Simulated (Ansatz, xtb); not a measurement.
## Two isomers of C5H5NOSi

We compare I, `C#Cc1ncc([SiH3])o1`, a singlet, with II, `C#Cc1coc([SiH3])n1`, a singlet. Both are isolated molecules in the gas phase, relaxed with B3LYP/def2-SVP.

Quicker runs give these differences E(II) − E(I): GFN2-xTB +0.042 eV; HF/STO-3G −0.055 eV (at GFN2-xTB geometries); r2SCAN-D4/def2-SVP +0.051 eV (at GFN2-xTB geometries).

Q: Estimate E(II) − E(I) at the level CCSD(T)/def2-SVP + ΔMP2/def2-TZVPP.

A: Too close to call at this level: CCSD(T)/def2-SVP + ΔMP2/def2-TZVPP gives E(II) − E(I) = +0.017 eV.

The same difference at several levels:

```csv
level,geometry,E(II) − E(I) (eV),departure from the last row (eV),"job, with rough time for the two"
GFN2-xTB,GFN2-xTB,+0.042,+0.025,"optimisation, 0.63 s"
HF/STO-3G,GFN2-xTB,−0.055,−0.072,"single point, 2.2 s"
r2SCAN-D4/def2-SVP,GFN2-xTB,+0.051,+0.034,"single point, 14 s"
B3LYP/def2-SVP,B3LYP/def2-SVP,+0.029,+0.012,"optimisation, 7.3 min"
HF/def2-SVP,B3LYP/def2-SVP,−0.003,−0.019,part of the CCSD(T) run
MP2/def2-SVP,B3LYP/def2-SVP,+0.025,+0.008,part of the CCSD(T) run
CCSD(T)/def2-SVP,B3LYP/def2-SVP,+0.007,−0.010,single point
CCSD(T)/def2-SVP + ΔMP2/def2-TZVPP,B3LYP/def2-SVP,+0.017,,"single point, 4.7 min"
```

As drawn, both hold the same kinds of bond in the same numbers.

The largest departure from CCSD(T)/def2-SVP + ΔMP2/def2-TZVPP is that of HF/STO-3G, 0.072 eV. The last row adds to CCSD(T) the change of the MP2 difference between the two basis sets, here +0.010 eV.

With thermal terms from frequencies at re-optimised GFN2-xTB minima (ideal gas, soft modes damped towards free rotors, one conformer each, 298.15 K, 1 atm): on the last row, ΔE + ΔZPE = +0.008, ΔH = +0.011, ΔG = +0.007 eV.

The correlated steps freeze 12 core orbitals. Codes used: Ansatz 0.2.0, xtb 6.7.1; the last row on 2 threads of AMD EPYC (Zen 3) on a shared host.
